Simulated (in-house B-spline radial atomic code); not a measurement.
A fraction x of an electron is removed from 4d in the gadolinium ion Gd³⁺, starting from [Xe] 4f7 and keeping the highest spin. Level of theory: scalar-relativistic (X2C) PBE, spin-polarised, spherical fractional occupations, Fermi nucleus of rms radius 5.1569 fm; calculated with a B-spline radial code for spherical atoms.

```json
{"x": "0", "E(x) - E(0) (eV)": "0.0000", "4d down level (eV)": "-168.450"}
{"x": "0.1", "E(x) - E(0) (eV)": "16.9488", "4d down level (eV)": "-170.529"}
{"x": "0.22", "E(x) - E(0) (eV)": "37.5636", "4d down level (eV)": "-173.057"}
{"x": "0.27", "E(x) - E(0) (eV)": "46.2430", "4d down level (eV)": "-174.121"}
{"x": "0.38", "E(x) - E(0) (eV)": "65.5259", "4d down level (eV)": "-176.481"}
{"x": "0.5", "E(x) - E(0) (eV)": "?", "4d down level (eV)": "?"}
{"x": "0.59", "E(x) - E(0) (eV)": "103.0663", "4d down level (eV)": "-181.062"}
{"x": "0.69", "E(x) - E(0) (eV)": "121.2831", "4d down level (eV)": "-183.277"}
{"x": "0.76", "E(x) - E(0) (eV)": "?", "4d down level (eV)": "?"}
{"x": "0.91", "E(x) - E(0) (eV)": "162.1458", "4d down level (eV)": "-188.218"}
```

**Question.** What belongs in the row x = 0.5?

**Answer.** An energy change of 86.8597 eV; 4d down at -179.087 eV.

**Question.** What belongs in the row x = 0.76?

**Answer.** An energy change of 134.1671 eV; 4d down at -184.839 eV.

**Question.** Check Janak's theorem between x = 0.1 and 0.22.

**Answer.** The slope of the energy is 171.79 eV; the orbital levels give 171.79 eV (-ε of the emptying orbital, averaged over the two points).
